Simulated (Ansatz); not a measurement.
```yaml
crystal:
  periodic: [false, false, false]
  atoms:
    - {symbol: Si, position_ang: [0.000021, -0.000009, 0.000008]}
    - {symbol: F, position_ang: [0.010576, -0.017921, 1.602601]}
    - {symbol: F, position_ang: [1.507535, 0.010469, -0.544076]}
    - {symbol: F, position_ang: [-0.762824, 1.312228, -0.514633]}
    - {symbol: F, position_ang: [-0.755298, -1.304767, -0.543909]}
basis:
  gaussian: {orbitals: STO-3G}
hamiltonian: {xc: {name: PBE0-DH}}
scf: {lower_state_search: full}
```

```sh
$ ansatz run in.yaml --threads 4 --pin off --events-out ev --progress --plain --max-ram 3916MiB
```

Shortened log:

```
Functional definition: PBE0-DH
  name "PBE0-DH"
  cite "Brémond & Adamo, J. Chem. Phys. 135, 024106 (2011) doi:10.1063/1.3604569"
  cite "Perdew, Burke & Ernzerhof, Phys. Rev. Lett. 77, 3865 (1996) doi:10.1103/PhysRevLett.77.3865"
  parameter a = 1/2
  parameter c = 1/8
  exchange = (1 - a)*pbe_x + a*exact_x
  correlation = (1 - c)*pbe_c + c*(mp2_os + mp2_ss)
381 factors; integrals over basis functions are off by at most 2.2e-5 eV
mean field evaluation 1: about -18479.0487 eV, gradient 3.1e1 eV
mean field evaluation 2: about -18479.0802 eV, gradient 3.1e1 eV
mean field evaluation 4: about -18482.8837 eV, gradient 4.2e-1 eV
mean field evaluation 8: about -18482.8837 eV, gradient 2.6e-4 eV
mean field -18482.88367327 eV, -679.2334468443 hartree, gradient 4.1e-7 eV, S^2 0.000000; 0 other end points of the search recorded, 0 dependent functions left out
9 core orbitals not correlated: weight in the atoms' cores, before any rotation towards them, 1.000 or more for the frozen orbitals, at most 0.000 for the correlated occupied ones
reference -18482.88367860 eV, -679.2334470402 hartree; 16, 16 occupied and 4, 4 virtual orbitals, 381 factors
second order -3.88248600 eV of doubles, -0.00000000 eV of singles
Total energy: -18483.36898935 eV, -679.2512818813 hartree
```

It took 0.35 s on 4 threads of Arm Neoverse V1 on a shared host.

Correlated methods freeze 9 core orbitals.
